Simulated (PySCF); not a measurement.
## Basis and Hamiltonian dependence of the excitation energy of Si

Si [Ne] 3s2 3p2 (3P) → Si [Ne] 3s1 3p3 (5S). All values are computed (PySCF 2.14, energy differences of UHF-based or UKS calculations, no spin-orbit coupling). Values in eV.

| basis | Hamiltonian | functions | UHF | LDA | PBE0 | MP2 (valence) | CCSD(T) (valence) | CCSD(T) (valence and next inner shell) |
| --- | --- | --- | --- | --- | --- | --- | --- | --- |
| ANO-RCC-VTZP | spin-free X2C | 34 | 2.654 | 4.346 | 4.080 | 3.599 | 3.925 | n/a |
| x2c-TZVPPall | spin-free X2C | 42 | 2.662 | 4.337 | 4.082 | 3.597 | 3.921 | 4.032 |
| def2-TZVPPD | non-relativistic | 48 | 2.606 | 4.280 | 4.022 | 3.552 | 3.875 | 3.985 |
| dyall-av2z | non-relativistic | 50 | 2.636 | 4.312 | 4.050 | 3.443 | 3.806 | n/a |
| x2c-TZVPPall with one added diffuse shell each of s, p, d type | spin-free X2C | 51 | 2.665 | 4.345 | 4.086 | 3.606 | 3.927 | 4.039 |
| aug-cc-pV(T+d)Z | non-relativistic | 55 | 2.622 | 4.296 | 4.040 | 3.573 | 3.893 | n/a |
| aug-cc-pV(T+d)Z with one added diffuse shell each of s, p, d, f type | non-relativistic | 71 | 2.621 | 4.296 | 4.040 | 3.574 | 3.893 | n/a |
| def2-QZVPPD | non-relativistic | 76 | 2.603 | 4.289 | 4.027 | 3.628 | 3.913 | 4.036 |
| aug-cc-pVQZ-DK | spin-free X2C | 84 | 2.656 | 4.343 | 4.081 | 3.678 | 3.960 | n/a |
| aug-cc-pCVTZ-DK with one added diffuse shell each of s, p, d, f type | spin-free X2C | 91 | 2.669 | 4.353 | 4.091 | 3.628 | 3.943 | 4.048 |
| dyall-acv3z | non-relativistic | 113 | 2.604 | 4.288 | 4.028 | 3.584 | 3.892 | n/a |
| dyall-acv3z | spin-free X2C | 113 | 2.654 | 4.342 | 4.081 | 3.633 | 3.940 | n/a |
| aug-cc-pCVQZ-DK | spin-free X2C | 134 | 2.654 | 4.342 | 4.081 | 3.684 | n/a | n/a |

Q: Estimate the row for aug-cc-pV(Q+d)Z with one added diffuse shell each of s, p, d, f, g type (non-relativistic, 114 functions).

A: From the rows with the same Hamiltonian and similar size; the calculation gives UHF 2.61; LDA 4.29; PBE0 4.03; MP2 (valence) 3.63 (eV).

Frozen in the all-electron rows: valence: [Ne]; valence and next inner shell: 1s2.
